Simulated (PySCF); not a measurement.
Ions at one geometry of [Tl(H2O)4]3+

PySCF 2.14.0, RKS PBE0, Tl def2-SVP with ECP60, O def2-SVP, H def2-SVP; non-relativistic Hamiltonian with scalar-relativistic core potentials where named; density fitting; no spin-orbit coupling; singlets restricted, open shells unrestricted. The geometry is relaxed for charge +3, singlet, vacuum:

```xyz
13

Tl    0.0002    0.0000    0.0000
O     1.2750    1.2922    1.2237
H     2.0745    1.0060    1.7208
H     1.1836    2.2693    1.3053
O    -1.2744   -1.2240    1.2923
H    -1.1832   -1.3052    2.2692
H    -2.0756   -1.7195    1.0057
O     1.2750   -1.2922   -1.2237
H     1.1836   -2.2693   -1.3053
H     2.0745   -1.0060   -1.7208
O    -1.2744    1.2240   -1.2923
H    -2.0756    1.7195   -1.0057
H    -1.1832    1.3052   -2.2692
```

Energies count from the relaxed state; an electron taken off or put on is at rest in vacuum. Charges and spins are Mulliken's.

```json
{"state": "charge +3, singlet, vacuum", "energy (eV)": "0.00", "spin squared": "0.00", "charge on Tl1 (e)": "1.39", "spin on Tl1 (e)": "0.00", "dipole about the centre of mass (D)": "0.01"}
{"state": "charge +2, doublet, vacuum", "energy (eV)": "-17.23", "spin squared": "0.75", "charge on Tl1 (e)": "0.89", "spin on Tl1 (e)": "0.68", "dipole about the centre of mass (D)": "0.01"}
```

Q: What does the state charge +4, doublet, vacuum give?

A: energy (eV) 27.04, spin squared 0.75, charge on Tl1 (e) 1.52, spin on Tl1 (e) -0.05, dipole about the centre of mass (D) 0.01.

With an electron taken off (doublet) the charges change, summed by element, by Tl +0.13 e, O +0.54 e, H +0.33 e. The vertical ionisation energy is 27.04 eV, against −ε(HOMO) = 24.99 eV of the relaxed state. The level lies 2.0 eV too high, as is usual for semilocal functionals and global hybrids, which keep a self-interaction error.

With an electron put on (doublet) the charges change, summed by element, by Tl -0.50 e, O -0.06 e, H -0.43 e. The vertical electron affinity is 17.23 eV, against −ε(LUMO) = 19.45 eV of the relaxed state.

Open shells may have lower solutions than those found.

No frequency check is given that shows the relaxed geometry to be a minimum.
